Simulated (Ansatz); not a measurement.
The same path of H7NSSi2 (11 atoms, charge 0, multiplicity 1) was run twice with different band settings. Lost on the way: Si3–H10. Made: S4–H10.

Computed with Ansatz 0.2.0, RKS r2SCAN-D4/def2-SVP.

Relaxed end points:

```xyz
11
Properties=species:S:1:pos:R:3
Si -0.208 1.479 -0.996
N -0.290 0.517 0.460
Si 0.622 -0.891 0.907
S -0.529 -2.715 0.960
H 0.894 0.920 -1.830
H -1.488 1.428 -1.771
H 0.073 2.917 -0.697
H -1.039 0.764 1.107
H 1.125 -0.804 2.308
H 1.742 -0.982 -0.070
H -0.837 -2.691 -0.358
```

```xyz
11
Properties=species:S:1:pos:R:3
Si -0.350 1.778 -1.048
N -0.016 0.909 0.432
Si 1.233 -0.312 0.653
S -0.390 -2.647 0.545
H 0.684 1.371 -2.042
H -1.709 1.458 -1.596
H -0.301 3.260 -0.843
H -0.634 1.119 1.216
H 0.951 -0.550 2.150
H 0.554 -3.352 1.209
H 0.044 -3.091 -0.656
```

Common settings: movable images 7; climbing image yes; spring 5.0 eV/Å²; optimiser quadratic models (default); start path through a guess of the saddle point; iteration limit 60; end points relaxed.

| run | force threshold |
| --- | --- |
| 1 | 0.05 eV/Å |
| 2 | 0.2 eV/Å |

(1) What does each run give, and how far can it be trusted?

Answers

(1) Run 1: converged after 24 iterations, highest image 2.511 eV above the first end. Neighbouring images differ by up to 1.3 eV, so the band resolves the path poorly. The order of the stationary point at the top wasn't checked.
Run 2: converged after 16 iterations, highest image 2.517 eV above the first end. The threshold of 0.2 eV/Å is loose, so the images may lie well off the minimum-energy path. Beside the main top the profile has a ripple of under 15 meV (maxima at images 1, 5), which may be a very shallow well or noise. Neighbouring images differ by up to 1.2 eV, so the band resolves the path poorly. The order of the stationary point at the top wasn't checked.
The orbitals stay closed-shell, which can raise the energy where a bond breaks towards radicals; this wasn't checked here.
